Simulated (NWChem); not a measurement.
Species: SiH3SF; SMILES F[SiH2]S

```xyz
6

Si    -0.6439     0.5765    -0.0969
F      0.7289     1.3390     0.3165
S     -0.3241    -1.4960    -0.4493
H     -1.5978     0.7892     1.0225
H     -1.1231     1.1342    -1.3861
H     -0.1824    -1.8119     0.8571
```
Atoms are numbered in this order, from 1.

All runs use the structure optimised with PBE0/def2-SVP.

 Unshifted, non-relativistic core excitations; the lowest 4 roots alone, so stronger bands may lie above.

Task: List the first Si K-edge excitations from BHandHLYP/6-311G** (spherical d), restricted-window TDA (NWChem).

Result: 
```json
[
 {"state": "S1", "energy (eV)": "1824.5", "dipole oscillator strength": "0.0057", "leading excitation (squared amplitude)": "1s of atom 1 or its equivalents → LUMO+1 (0.67)"},
 {"state": "S2", "energy (eV)": "1825.0", "dipole oscillator strength": "0.0051", "leading excitation (squared amplitude)": "1s of atom 1 or its equivalents → LUMO+2 (0.70)"},
 {"state": "S3", "energy (eV)": "1825.7", "dipole oscillator strength": "0.0019", "leading excitation (squared amplitude)": "1s of atom 1 or its equivalents → LUMO (0.51)"},
 {"state": "S4", "energy (eV)": "1826.4", "dipole oscillator strength": "0.0055", "leading excitation (squared amplitude)": "1s of atom 1 or its equivalents → LUMO+3 (0.49)"}
]
```
